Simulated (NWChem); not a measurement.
Correlation energy of CHCl

```
C
H 1 1.1206
Cl 1 1.6933 2 101.82
```
Charge 0, spin multiplicity 1.

Everything below was run with NWChem. The geometry was optimised at PBE0/def2-SVP, a minimum by its harmonic frequencies.

Basis set: def2-TZVP. Each correlation energy counts from its own Hartree-Fock reference.

```json
[
 {"method": "MP2", "correlation energy (mHa)": "-320.5", "difference from CCSD(T)": "+50.1"},
 {"method": "CCSD", "correlation energy (mHa)": "-354.0", "difference from CCSD(T)": "+16.7"},
 {"method": "CR-CCSD[T]", "correlation energy (mHa)": "-367.8", "difference from CCSD(T)": "+2.8"},
 {"method": "SCS-MP2", "correlation energy (mHa)": "-320.1", "difference from CCSD(T)": "+50.5"},
 {"method": "CCSD(T)", "correlation energy (mHa)": "-370.6", "difference from CCSD(T)": "0.0"},
 {"method": "CCSD+T(CCSD)", "correlation energy (mHa)": "-371.5", "difference from CCSD(T)": "-0.8"},
 {"method": "CR-CCSD(T)", "correlation energy (mHa)": "-367.2", "difference from CCSD(T)": "+3.5"}
]
```

The values span 51.4 mHa, from CCSD+T(CCSD) (lowest) to SCS-MP2 (highest). 

The correlated methods keep 6 core orbitals frozen. The structure started from a generated list of species. No row is a measurement; the coupled-cluster row has its own basis-set and correlation limits.
